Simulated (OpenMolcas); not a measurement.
Mn2+: moving or changing the point charges

Mn2+ among 4 point charges of -1 e arranged as a tetrahedron (Td), 2.09 Å from the ion.
```
   1.2067    1.2067    1.2067  -1.00
   1.2067   -1.2067   -1.2067  -1.00
  -1.2067    1.2067   -1.2067  -1.00
  -1.2067   -1.2067    1.2067  -1.00
```

```
Program             : OpenMolcas 26.06
Method              : CASSCF
Basis               : ANO-RCC-VDZP [5s4p2d1f]
Scalar Hamiltonian  : DKH2, point nucleus
Active space        : 5 electrons in 5 orbitals (3d)
State averaging     : 2S+1 = 6 even, 1 root; 2S+1 = 4 even, 24 roots; 2S+1 = 2 even, 75 roots
Spin-orbit coupling : state interaction with AMFI integrals over the reference wave functions
```

Runs around this geometry, states (labels of Td). Energies in cm-1 above the lowest state or level, χT in cm3 K/mol; 10Dq and B are least-squares fits to the states below 45000 cm-1, weighted by degeneracy, with a free offset, and given where the rms deviation is under 5 % of |10Dq| (or 100 cm-1) and under 700 cm-1; 10Dq is negative for this site.

| R (Å) | q (e) | Ground state | 10Dq | B (rms of fit) | First gap with spin-orbit (degeneracies) | χT at 300 K | First state of another spin |
| --- | --- | --- | --- | --- | --- | --- | --- |
| 2.09 | -0.5 | 6A1 | -287 | 1112 (23) | 31777 (6, 4) | 4.386 | 4T1 31788 |
| 2 | -1 | 6A1 | -1188 | 1110 (30) | 31481 (6, 4) | 4.386 | 4T1 31494 |
| 2.09 | -1 | 6A1 | -981 | 1111 (30) | 31588 (6, 4) | 4.386 | 4T1 31600 |
| 2.22 | -1 | 6A1 | -614 | 1110 (23) | 31692 (6, 4) | 4.386 | 4T1 31703 |

Taking |10Dq| as R^-n, n = -ln(614 / 1188) / ln(2.22 / 2) = 6.3 between the shortest and longest distance. The point-charge formula for a cubic d site gives n = 5.

Scaling the charges by -0.5 / -1 = 0.50 scales |10Dq| by 287 / 981 = 0.29; with fixed orbitals a first-order splitting would follow the charge.

Without dynamic correlation the repulsion within the d shell is too large (B by tens of per cent), so at a given field states of lower spin stand too high. This is an electrostatic model: the charges have no orbitals. No measured value stands beside these numbers.
